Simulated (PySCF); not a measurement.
**A search over the determinants of RbPb⁺**

Unrestricted PBE0; PySCF, scalar-relativistic core potentials, basis sets Rb def2-SVPD with ECP28, Pb def2-SVPD with ECP60. Outer shells of the fragments: Rb+ closed shells only; Pb 5d10 6s2 6p2.

Followed along the bond (rough minima from three points):

```csv
2Ms+1,unpaired,⟨S²⟩ at the start,R at minimum (Å),Te (eV)
3,"σ ↑, π ↑",2.00,4.13,0.00
1,"σ ↑, π ↓",1.00,4.16,0.29
1,none,0.00,4.06,0.60
3,π ↑↑,2.00,none in the scan,≤ 0.42
1,π ↑↓,1.00,none in the scan,≤ 0.72
```

Solutions found at the starting distance of 3.555 Å, counted from the lowest of them; the search is not exhaustive and high or unbound solutions are not listed, so other states can lie among these:

```json
{"2Ms+1": "3", "unpaired": "σ ↑, π ↑", "term": "³Π", "E (eV)": "0.00", "⟨S²⟩": "2.00", "⟨Lz²⟩": "1.00", "μ (D)": "-9.19"}
{"2Ms+1": "1", "unpaired": "σ ↑, π ↓", "term": "mixed", "E (eV)": "0.30", "⟨S²⟩": "1.00", "⟨Lz²⟩": "1.00", "μ (D)": "-9.10"}
{"2Ms+1": "3", "unpaired": "π ↑↑", "term": "³Σ⁻", "E (eV)": "0.43", "⟨S²⟩": "2.00", "⟨Lz²⟩": "0.00", "μ (D)": "-10.05"}
{"2Ms+1": "1", "unpaired": "none", "term": "¹Σ⁺", "E (eV)": "0.64", "⟨S²⟩": "0.00", "⟨Lz²⟩": "0.00", "μ (D)": "-7.93"}
{"2Ms+1": "1", "unpaired": "π ↑↓", "term": "mixed", "E (eV)": "0.73", "⟨S²⟩": "1.00", "⟨Lz²⟩": "2.01", "μ (D)": "-9.99"}
{"2Ms+1": "1", "unpaired": "none", "term": "mixed", "E (eV)": "1.52", "⟨S²⟩": "0.00", "⟨Lz²⟩": "2.00", "μ (D)": "-9.78"}
{"2Ms+1": "3", "unpaired": "σ ↑↑", "term": "³Σ⁺", "E (eV)": "3.63", "⟨S²⟩": "2.00", "⟨Lz²⟩": "0.00", "μ (D)": "0.66"}
{"2Ms+1": "3", "unpaired": "π ↑↑", "term": "mixed", "E (eV)": "5.31", "⟨S²⟩": "2.00", "⟨Lz²⟩": "2.00", "μ (D)": "-2.19"}
{"2Ms+1": "3", "unpaired": "σ ↑, δ ↑", "term": "³Δ", "E (eV)": "5.68", "⟨S²⟩": "2.00", "⟨Lz²⟩": "4.00", "μ (D)": "-3.99"}
{"2Ms+1": "1", "unpaired": "σ ↑, δ ↓", "term": "mixed", "E (eV)": "5.70", "⟨S²⟩": "1.00", "⟨Lz²⟩": "4.00", "μ (D)": "-3.76"}
```

A term symbol is given only where ⟨S²⟩ and ⟨Lz²⟩ are close to those of a pure state; real π, δ and φ orbitals otherwise mix terms. A positive dipole points towards Pb; it is taken about the centre of mass and depends on that origin.

Spin–orbit coupling is left out, which matters for elements this heavy, above all for dissociation energies.
